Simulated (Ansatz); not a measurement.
Basis-set extrapolation for C$_{7}$H$_{4}$F$_{4}$ (`Fc1cccc(C(F)(F)F)c1`) (PBE0-D4/def2-TZVP geometry, frozen core, the Gaussian-basis code of Ansatz). Multiplicity 1, RHF reference.

```
                      def2-TZVPP   def2-QZVPP
                 HF  -665.447475  -665.475125
    MP2 correlation    -2.072046    -2.238191
CCSD(T) correlation    -2.177046      not run
```

Energies in hartree. Use E(X) = E(∞) + A·exp(−7.88·√X) for Hartree–Fock and E(X) = E(∞) + B·X^(−2.97) for correlation, with X = 3 and 4, and add CCSD(T) minus MP2 of the smaller set to the MP2 limit.

Problem. What is the CCSD(T) energy at the basis-set limit?

Solution. HF limit: -665.475125 + (-0.027650) × 0.13774 = -665.47893. MP2 limit: -2.238191 + (-0.166145) × 0.74074 = -2.36126. Higher-order term: -2.177046 − (-2.072046) = -0.10500. Total: -667.94519 hartree, 841.9 kJ/mol below CCSD(T)/def2-TZVPP.
